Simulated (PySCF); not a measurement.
SMILES N#C/C=[CH]\[GeH3] (B3LYP/def2-SVP optimised geometry):

```
10

N      2.226    -1.367     0.000
C      1.065    -1.333     0.000
C     -0.370    -1.333     0.000
C     -1.143    -0.229     0.000
Ge    -0.554     1.644    -0.001
H     -0.824    -2.332     0.000
H     -2.226    -0.400     0.000
H     -1.119     2.323     1.263
H      0.979     1.721    -0.023
H     -1.155     2.332    -1.243
```

Computed with B3LYP/def2-TZVP run with PySCF.

Task: What are the frontier orbital energies and the dipole moment?

Result: HOMO-2 -9.64 eV, HOMO-1 -9.21 eV, HOMO -8.07 eV, LUMO -2.11 eV, LUMO+1 -0.05 eV; dipole moment 3.87 D.

Meta-Löwdin charges at B3LYP/def2-TZVP: N1 -0.22, C2 0.10, C3 -0.13, C4 -0.26, Ge5 0.37, H6 0.15, H7 0.13, H8 -0.06, H9 -0.04, H10 -0.06.
